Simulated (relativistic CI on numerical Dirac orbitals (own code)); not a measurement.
Hyperfine structure of Sr27+, mass number 87

Computed by Dirac-Coulomb-Breit CI, separate exchange-only KLI orbitals for each configuration, QED by a radiative potential, unscaled Slater integrals (own radial code, finite nucleus).

CI space (outside the closed core [Ne]): 3s, 3p, 3d, 4s, 4p, 4d, 4f, 5s, 5p, 5d, 5f, 5g, 6s, 6p, 6d. Levels of other configurations are missing.

Nuclear spin I = 9/2, μ = -1.09316 μN, Q = 0.305 b (tables of Stone and Pyykkö). The electronic factors are computed for point nuclear moments, without core polarisation or the Bohr-Weisskopf and QED corrections.

```tsv
Level	E (eV)	A (MHz)	B (MHz)
3s ²S1/2	0.000	-98110	
3p ²P°1/2	61.018	-29880	
3p ²P°3/2	77.713	-5259	12500
3d ²D3/2	158.534	-2562	2020
3d ²D5/2	161.777	-1079	2790
4s ²S1/2	639.089	-39530	
4p ²P°1/2	664.013	-12220	
4p ²P°3/2	670.701	-2159	5130
```

Levels with J = 0, under 50 % of one LS term, or S terms without an open s electron are left out. Small factors come from cancelling terms and can be off by tens of per cent or more.

At this charge energies of transitions that change n are usually good to better than 1 %, and those within a shell (Δn = 0) to a few per cent.

(1) Give the hyperfine levels of 3s ²S1/2 relative to its centre of gravity.

Results:

(1) With K = F(F + 1) − I(I + 1) − J(J + 1), E = AK/2: F = 4: 269800, F = 5: -220700 MHz.
